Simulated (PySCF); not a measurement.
A structure optimised at B3LYP-D3(BJ)/def2-SVP, used in a PySCF frequency run:

```
Si
H 1 1.4874
Se 1 2.2928 2 103.75
H 3 1.4761 1 92.70 2 174.96
Se 1 2.2942 2 113.64 3 -116.60
H 5 1.4786 1 93.55 2 -73.69
Se 1 2.2969 2 110.39 3 124.42
H 7 1.4784 1 93.20 2 -45.85
```

**Question.** Write its SMILES and formula.

**Answer.** [SeH][SiH]([SeH])[SeH], H4Se3Si

**Question.** What are its rotational constants (standard atomic weights)?

**Answer.** 0.92011, 0.80812, 0.44682 GHz
